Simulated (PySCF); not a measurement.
## Electron correlation in Ir⁺ (iridium, charge +1)

[Xe] 4f14 5d6 6s1 6p1, one real determinant (an excited configuration). Calculation: PySCF 2.14, in aug-cc-pVDZ-PP with ECP60MDF; a scalar-relativistic core potential. Frozen: 5s2 5p6; 8 electrons correlated.

```
  level  correlation energy (mhartree)
   CCSD                        -117.91
    (T)                          -3.01
CCSD(T)                        -120.92
```

Diagnostics: T1 = 0.0071, D1 = 0.0205, largest double amplitude 0.119.

Problem. Is a single reference adequate?

Solution. Mostly. T1 lies below 0.03, but a double amplitude of this size points to a near-degeneracy that CCSD handles and MP2 describes poorly.

The reference is one real determinant that mixes LS terms of this configuration.
